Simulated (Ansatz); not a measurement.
Species: CH3AlF2O, charge 0, multiplicity 1. SMILES: C[O][Al]([F])[F]
Structure (B3LYP-D3(BJ)/def2-TZVP (Ansatz, an electronic-structure program) minimum search):
```xyz
8

C     -2.1849    -0.2097    -0.8194
O     -1.1438     0.3435    -0.0417
Al     0.4796     0.0618     0.1933
F      1.3230     0.9991     1.2412
F      1.2820    -1.1370    -0.5957
H     -2.5964     0.5595    -1.4766
H     -2.9817    -0.5639    -0.1617
H     -1.8420    -1.0468    -1.4341
```
Charge 0, spin multiplicity 1.

Quantity: atomisation energy (electronic, to ground-state atoms), in kcal/mol. Valence correlation only, unless marked. Open shells are spin-unrestricted. No spin-orbit coupling. Non-relativistic. The coupled-cluster limit lacks core correlation, which all-electron functionals hold. CBS marks a two-point X^-3 extrapolation of the correlation energy; Hartree-Fock from the larger set.

```
level                                                program  atomisation energy (kcal/mol)
--------------------------------------------  --------------  -----------------------------
PBE/def2-TZVPD                                        Ansatz                          791.3
revPBE/def2-TZVPD                                     Ansatz                          762.0
PBE0/def2-SVP                                         Ansatz                          771.9
r2SCAN0/def2-TZVPD                                    Ansatz                          767.2
HSE06-D4/def2-TZVPD                           Ansatz + dftd4                          775.6
wB97X-V/def2-TZVPD                                    Ansatz                          783.6
MP2/aug-cc-pV(Q+d)Z                                   Ansatz                          813.0
RI-MP2/cc-pV(Q+d)Z                                    Ansatz                          810.1
SCS-MP2/6-31G                                         Ansatz                          649.9
CCSD(T)/CBS(aug-cc-pV(T+d)Z,aug-cc-pV(Q+d)Z)          Ansatz                          792.1
```
